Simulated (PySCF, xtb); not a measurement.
I3Si, SMILES I[Si](I)I (connectivity only; charge and spin as stated), charge +1, multiplicity 1.

Harmonic wavenumbers (cm⁻¹) from GFN2-xTB (xtb) at its own minimum, in rising order: 60, 60, 143, 193, 538, 538.

What does B3LYP-D3(BJ)/def2-SVP run with PySCF give at its own minimum? (An estimate is asked for; the answer gives what the named calculation found.)

79, 79, 155, 182, 488, 488. Paired by order, the mean absolute difference is 27 cm⁻¹ and the zero-point energies are 2.2 and 2.1 kcal/mol.
